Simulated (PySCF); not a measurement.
# Bi(III) with more and more SH

Computed with PySCF 2.14.0, PBE0, def2-SVP on the ligands, density fitting, scalar-relativistic core potentials, no spin-orbit coupling, vacuum. The metal has def2-SVP with ECP60. Each complex is relaxed within the symmetry of its template. Distances are means of the shortest metal–ligand contacts, charges and spins Mulliken's; removal energies are rigid, with the ligand's formal charge and no counterpoise, so too large; for an anion taken off a cation in vacuum most of it is the attraction of opposite charges, and multiply charged cations can part far more cheaply with an electron moved from ligand to metal.

| complex | point group | M–SH (Å) | charge on M (e) | dipole (D) | HOMO–LUMO gap (eV) | removal of one SH (eV) | strongest infrared band, degenerate modes summed (cm⁻¹) | unstable modes (below −25 cm⁻¹) |
| --- | --- | --- | --- | --- | --- | --- | --- | --- |
| [Bi(SH)2]+ | C2v | 2.455 | 0.85 | – | 3.73 | 16.20 | 2680 | 0 |
| [Bi(SH)4]− | C1 | 2.705 | 0.65 | – | 4.16 | 3.08 | – | not given |

What does the calculation give for Bi(SH)3?

point group: C3, M–SH (Å): 2.558, charge on M (e): 0.62, dipole (D): 1.37, HOMO–LUMO gap (eV): 5.32, removal of one SH (eV): 8.93, strongest infrared band, degenerate modes summed (cm⁻¹): 306, unstable modes (below −25 cm⁻¹): 0.
```xyz
7

Bi    0.0000    0.0000   -0.3083
S     2.1750   -0.3135    1.0005
H     1.8373    0.6880    1.8445
S    -0.8160    2.0403    1.0005
H    -1.5145    1.2471    1.8445
S    -1.3590   -1.7268    1.0005
H    -0.3228   -1.9351    1.8445
```

The more ligands, the longer each bond and the weaker the last ligand is held.

Moved off a saddle point of the template and relaxed again: Bi(SH)3. One start shape was tried for each, so a minimum needn't be the lowest isomer.
